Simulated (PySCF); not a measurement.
Bonds broken one at a time in the series C Br-H. Isolated molecules, 0 K electronic values unless said otherwise. Strings in code marks are SMILES.

The highest occupied spin orbital from two functionals at the same geometries (B3LYP-D3(BJ)/def2-TZVP), both in PySCF: PBE-D3(BJ)/def2-TZVP and B3LYP-D3(BJ)/def2-TZVP. B3LYP has the VWN-RPA correlation part, as in Gaussian. 

```
species                           B3LYP-D3(BJ)/def2-TZVP (eV)
--------------------------------  ---------------------------
radical fragment (`Br[C](Br)Br`)                        -6.22
radical fragment (`[Br]`)                               -8.51
radical fragment (`Br[CH]Br`)                           -6.11
radical fragment (`Br[CH2]`)                            -6.04
```

What does PBE-D3(BJ)/def2-TZVP give for each?


- radical fragment (`Br[C](Br)Br`): -5.12
- radical fragment (`[Br]`): -7.43
- radical fragment (`Br[CH]Br`): -5.01
- radical fragment (`Br[CH2]`): -4.97
Over these rows, drawn at random from the members with no instability flagged (it was tested for open shells, ions and some series alone), PBE minus B3LYP-D3(BJ): mean +1.09 eV, from +1.07 eV to +1.10 eV.
